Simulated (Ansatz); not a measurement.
The cluster Si3O4⁻, relaxed as a doublet with UKS r2SCAN-D4/def2-SVPD in Ansatz, starting from the GFN2-xTB geometry. Force threshold 0.02 eV/Å.

The structure comes from a short search, and lower isomers may exist.

Start:

Cartesian coordinates in Å:
```
Si -0.778 -0.647 0.940
Si -0.227 1.364 -0.045
Si 0.382 -0.957 -1.756
O -0.184 -1.172 2.248
O -0.292 -1.565 -0.405
O 0.815 2.332 0.519
O 0.285 0.645 -1.500
```

| step | energy (eV) | largest force component (eV/Å) | SCF passes |
| --- | --- | --- | --- |
| 1 | -31806.9635 | 2.007 | 28 |
| 2 | -31807.3371 | 1.086 | 35 |
| 3 | -31807.4557 | 0.706 | 34 |
| 4 | -31807.4675 | 1.367 | 39 |
| 5 | -31807.5872 | 1.709 | 33 |
| 6 | -31807.7584 | 1.008 | 32 |
| 7 | -31807.8644 | 1.129 | 32 |
| 8 | -31807.9281 | 1.011 | 33 |
| 9 (rejected) | -31807.8146 | 1.452 | 37 |
| 10 | -31808.0043 | 0.245 | 35 |
| 11 | -31808.0096 | 0.136 | 28 |
| 12 | -31808.0113 | 0.039 | 28 |
| 13 | -31808.0114 | 0.010 | 29 |

Force components are those of the run's own axes.

End:

```xyz
7

Si   -0.100   -0.769    1.081
Si    0.041    1.330    0.030
Si    0.103   -0.968   -1.919
O    -0.787   -1.337    2.364
O    -0.175   -1.650   -0.399
O     0.642    2.726    0.388
O     0.277    0.669   -1.545
```

By distances, no bond broke or formed. The bond that changes most is Si3–O7, from 1.63 to 1.69 Å (atoms count from 1). The end is the same structure that another start reached.

No frequencies were taken in this run, so the end may be a saddle point.

It took 1.8 min on 4 threads of Intel Xeon on a shared host.
